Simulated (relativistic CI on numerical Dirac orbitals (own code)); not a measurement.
# Electric-dipole lines of Co2+

These numbers are calculated, not measured: Dirac-Coulomb-Breit CI, separate exchange-only KLI orbitals for each configuration, a model potential for QED, valence Slater integrals scaled by 0.85, configuration energies shifted to the measured levels that pair with them (semi-empirical) (own radial code, finite nucleus).

Configuration list (outside the closed core [Ne] 3s2): 3p6.3d7, 3p6.3d6.4s, 3p6.3d6.4p, 3p6.3d5.4s2, 3p6.3d6.5s, 3p6.3d6.4d, 3p6.3d6.5p, 3p6.3d5.4s.4p, 3p6.3d6.4f, 3p6.3d6.5d, 3p6.3d6.5f, 3p6.3d6.5g, 3p6.3d5.4p2, 3p6.3d5.4s.5s, 3p5.3d8. Levels of other configurations are missing.

| λ vac (nm) | Lower | Upper | A (s⁻¹) | log gf | S velocity/length |
| --- | --- | --- | --- | --- | --- |
| 71.053 | 3p6.3d7 4P_5/2 [5] | 3p6.3d6.4p 4D°_7/2 [221] | 5.04e+08 | -0.52 | 1.08 |
| 76.686 | 3p6.3d7 4F_9/2 [1] | 3p6.3d6.4p 4F°_9/2 [151] | 4.83e+08 | -0.37 | 1.01 |
| 76.822 | 3p6.3d7 4F_7/2 [2] | 3p6.3d6.4p 4F°_7/2 [156] | 5.74e+08 | -0.39 | 1.01 |
| 76.979 | 3p6.3d7 4F_5/2 [3] | 3p6.3d6.4p 4F°_5/2 [159] | 6.91e+08 | -0.43 | 1.01 |
| 77.006 | 3p6.3d7 4F_9/2 [1] | 3p6.3d6.4p 4G°_9/2 [149] | 2.83e+08 | -0.60 | 0.98 |
| 77.096 | 3p6.3d7 4F_3/2 [4] | 3p6.3d6.4p 4F°_3/2 [161] | 8.29e+08 | -0.53 | 1.01 |
| 77.482 | 3p6.3d7 4F_7/2 [2] | 3p6.3d6.4p 4G°_9/2 [149] | 2.93e+08 | -0.58 | 1.07 |
| 77.612 | 3p6.3d7 4F_5/2 [3] | 3p6.3d6.4p 4G°_7/2 [150] | 2.79e+08 | -0.70 | 1.08 |
| 77.690 | 3p6.3d7 4F_9/2 [1] | 3p6.3d6.4p 4G°_11/2 [137] | 2.61e+08 | -0.55 | 1.05 |
| 78.309 | 3p6.3d7 4F_9/2 [1] | 3p6.3d6.4p 4D°_7/2 [132] | 2.19e+08 | -0.79 | 0.97 |
| 78.417 | 3p6.3d7 4F_9/2 [1] | 3p6.3d6.4p 4D°_7/2 [131] | 7.05e+08 | -0.28 | 0.96 |
| 78.471 | 3p6.3d7 4F_7/2 [2] | 3p6.3d6.4p 4D°_5/2 [133] | 4.92e+08 | -0.56 | 0.97 |
| 78.610 | 3p6.3d7 4F_5/2 [3] | 3p6.3d6.4p 4D°_3/2 [136] | 5.88e+08 | -0.66 | 0.97 |
| 81.116 | 3p6.3d7 4F_9/2 [1] | 3p6.3d6.4p 4G°_11/2 [105] | 5.73e+08 | -0.17 | 1.12 |
| 81.384 | 3p6.3d7 4F_7/2 [2] | 3p6.3d6.4p 4G°_9/2 [109] | 4.56e+08 | -0.34 | 1.13 |
| 81.585 | 3p6.3d7 4P_5/2 [5] | 3p6.3d6.4p 4P°_5/2 [177] | 5.04e+08 | -0.52 | 1.01 |
| 81.590 | 3p6.3d7 4F_5/2 [3] | 3p6.3d6.4p 4G°_7/2 [110] | 3.17e+08 | -0.60 | 1.13 |
| 81.714 | 3p6.3d7 4F_3/2 [4] | 3p6.3d6.4p 4G°_5/2 [113] | 3.95e+08 | -0.62 | 1.14 |
| 93.432 | 3p6.3d7 4F_9/2 [1] | 3p6.3d6.4p 4F°_9/2 [88] | 2.81e+08 | -0.44 | 0.93 |
| 93.488 | 3p6.3d7 4F_7/2 [2] | 3p6.3d6.4p 4F°_7/2 [91] | 1.81e+08 | -0.72 | 0.93 |
| 93.541 | 3p6.3d7 4F_9/2 [1] | 3p6.3d6.4p 4D°_7/2 [86] | 6.97e+08 | -0.14 | 0.94 |
| 93.828 | 3p6.3d7 4F_7/2 [2] | 3p6.3d6.4p 4D°_5/2 [89] | 6.23e+08 | -0.31 | 0.94 |
| 94.032 | 3p6.3d7 4F_5/2 [3] | 3p6.3d6.4p 4D°_3/2 [90] | 6.23e+08 | -0.48 | 0.95 |
| 94.197 | 3p6.3d7 4F_3/2 [4] | 3p6.3d6.4p 4D°_1/2 [92] | 8.16e+08 | -0.66 | 0.95 |
| 105.71 | 3p6.3d7 4P_5/2 [5] | 3p6.3d6.4p 4P°_5/2 [96] | 4.32e+08 | -0.36 | 0.92 |
| 177.97 | 3p6.3d6.4s 6D_9/2 [18] | 3p6.3d6.4p 6F°_11/2 [72] | 6.99e+08 | 0.60 | 0.96 |
| 179.14 | 3p6.3d6.4s 6D_7/2 [19] | 3p6.3d6.4p 6F°_9/2 [73] | 6.04e+08 | 0.46 | 0.96 |
| 180.00 | 3p6.3d6.4s 6D_5/2 [20] | 3p6.3d6.4p 6F°_7/2 [74] | 4.73e+08 | 0.26 | 0.96 |
| 193.95 | 3p6.3d6.4s 6D_9/2 [18] | 3p6.3d6.4p 6D°_9/2 [65] | 5.13e+08 | 0.46 | 0.93 |
| 195.04 | 3p6.3d6.4s 6D_7/2 [19] | 3p6.3d6.4p 6D°_7/2 [66] | 2.62e+08 | 0.08 | 0.94 |

Terms are leading LS components. Brackets give the number of a level in order of energy, since labels repeat. The list gives strong lines, with weight on those to low levels, without configurations that were not tied to measured data, among the lowest 400 of 3294 levels, so that lines to higher ones, which can be the strongest, are missing, and without lines across small gaps between configurations, and without 93 lines that miss the measured interval by over 3.5 %, start from a term whose rates miss tabulated ones by over 60 %, have gauges far apart or, lacking measured levels, span too small a gap for the errors found; lines with a level outside our table were not tested and can miss by more. Levels whose partners in the same complex of configurations lie outside the list can be far off, and so can their lines. Rates are taken at the computed energies, electric ones in the length gauge. A velocity-to-length ratio far from 1 marks an uncertain rate.

Configurations whose levels could be paired with our table of measured levels were shifted onto them, all but the ground configuration, by the median error of their levels; single terms can still be off by 1,000 to 2,000 cm⁻¹ or more, and rates follow the energies as ν³ (E1, M1) or ν⁵ (E2). The others borrow a shift and can be off by several thousand cm⁻¹ or more. The fine structure of a lone outer electron comes out too small, for d and f at times inverted, and misplaced configurations move strength between like terms. 61 of the 61 excited levels that our extract of the measured tables holds in this range could be paired (the sources list more); they are missed by 697 cm⁻¹ on average and 2535 at most, after the shifts were fitted to these levels, and levels without a partner can miss by more.
